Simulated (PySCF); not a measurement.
PySCF input for NSi, SMILES N#[Si], multiplicity 2, PBE0-D3(BJ)/def2-TZVPD. Coordinates come from a PBE0-D3(BJ)/def2-TZVPD optimisation.

```python
import numpy as np
from pyscf import gto, scf, dft
from pyscf.hessian import thermo

mol = gto.M(
    atom='''
    Si    0.00000000    0.00000000   -0.52124518
    N     0.00000000    0.00000000    1.04249037
    ''',
    basis='def2-TZVPD',
    charge=0,
    spin=1,
    max_memory=1600,
    verbose=3,
)
mf = dft.UKS(mol, xc='pbe0').density_fit(auxbasis='def2-universal-jkfit')
mf.disp = 'd3bj'
mf.grids.level = 3
mf.conv_tol = 1e-11
mf.max_cycle = 100
mf.kernel()
fine, coarse = mf.grids, dft.Grids(mol).set(level=1).build(with_non0tab=True)
for _ in range(3):  # follow internal instabilities
    mf.grids = coarse
    mo, _, stable, _ = mf.stability(return_status=True, nroots=4)
    mf.grids = fine
    if stable:
        break
    mf.kernel(mf.make_rdm1(mo, mf.mo_occ))

# analytic Hessian; the response equations are solved on a coarser grid
h, args, fine = mf.Hessian(), (mf.mo_energy, mf.mo_coeff, mf.mo_occ), mf.grids
h1ao = h.make_h1(mf.mo_coeff, mf.mo_occ)
mf.grids = dft.Grids(mol).set(level=1).build(with_non0tab=True)
mo1, mo_e1 = h.solve_mo1(*args, h1ao)
mf.grids = fine
hess = h.hess_elec(*args, mo1, mo_e1, h1ao) + h.hess_nuc()
if mf.do_disp():
    hess += h.get_dispersion()
for i in range(mol.natm):  # the analytic DFT Hessian lacks the response of the grid: restore translational invariance
    hess[i, i] -= hess[i].sum(axis=0)
hess = (hess + hess.transpose(1, 0, 3, 2)) / 2
vib = thermo.harmonic_analysis(mol, hess, imaginary_freq=False)
thermo.dump_normal_mode(mol, vib)
th = thermo.thermo(mf, vib['freq_au'][vib['freq_au'] > 0], 298.15, 101325)
thermo.dump_thermo(mol, th)
g0 = mf.nuc_grad_method().set(verbose=0).kernel()

# dipole derivatives [dipole axis, atom, xyz] from the same response
r, irp = mol.intor('int1e_r'), mol.intor('int1e_irp').reshape(3, 3, mol.nao, mol.nao)
sl, dm0, ok = mol.aoslice_by_atom(), np.array(mf.make_rdm1()), []
dmu = np.einsum('a,xt->xat', mol.atom_charges(), np.eye(3))
for a, (_, _, p0, p1) in enumerate(sl):
    dmu[:, a] += 2 * np.einsum('xtij,ij->xt', irp[:, :, :, p0:p1], dm0.reshape(-1, mol.nao, mol.nao).sum(0)[:, p0:p1])
    for u, c, occ, f in zip(mo1, mf.mo_coeff, mf.mo_occ, (2, 2)):
        dmu[:, a] -= f * np.einsum('tui,xuv,vi->xt', u[a], r, c[:, occ > 0], optimize=True)
L = vib['norm_mode']
ir = 974.8801 * (np.einsum('xat,kat->kx', dmu, L) ** 2).sum(1)       # km/mol
apt = np.einsum('xax->a', dmu) / 3
print('mode   freq/cm-1   IR/(km/mol)')
for k, w in enumerate(vib['freq_wavenumber']):
    print(f'{k + 1:4d} {w:11.2f} {ir[k]:13.3f}')
print('max |gradient| / (hartree/bohr):', abs(g0).max())
print('APT charges:', apt.round(4))
```

Log of the run:

```

WARN: HOMO -0.271187319097535 >= LUMO -0.271187319097535

converged SCF energy = -343.958281665539  <S^2> = 0.78050979  2S+1 = 2.0302806
<class 'pyscf.df.df_jk.DFUKS'> wavefunction is stable in the internal stability analysis

WARN: DFTD3 does not support analytical Hessian, using finite difference


WARN: Mole.unit (angstrom) is changed to Bohr

Mode                                 0
Irrep
Freq [cm^-1]                     1197.2380
Reduced mass [au]                  16.8112
Force const [Dyne/A]               14.1974
Char temp [K]                    1722.5589
Normal mode                   x     y     z
       0  Si                 0.00  0.00 -0.11
       1   N                 0.00  0.00  0.22
temperature 298.1500 [K]
pressure 101325.00 [Pa]
Rotational constants [GHz] inf 22.11417 22.11417
Symmetry number 1
Zero-point energy (ZPE) 0.00273 [Eh]   7161.073 [J/mol]
                           tot       elec      trans        rot        vib
Entropy [J/mol/K]       216.518      5.763    155.388     55.192      0.175
Cv [J/mol/K]             21.651      0.000     12.472      8.314      0.865
Cp [J/mol/K]             29.965      0.000     20.786      8.314      0.865
Internal energy [J/mol]                      3718.434   2478.956   7205.559
Internal energy [Eh]   -343.95318  -343.95828
Enthalpy [J/mol]                             6197.391   2478.956   7205.559
Enthalpy [Eh]          -343.95223
Gibbs free energy [J/mol]                  -40131.591 -13976.578   7153.385
Gibbs free energy [Eh] -343.97682
mode   freq/cm-1   IR/(km/mol)
   1     1197.24        27.187
max |gradient| / (hartree/bohr): 1.083615253389717e-05
APT charges: [ 0.4136 -0.4136]
```

Self-consistency was reached.

Cost: very roughly 29 core-seconds.
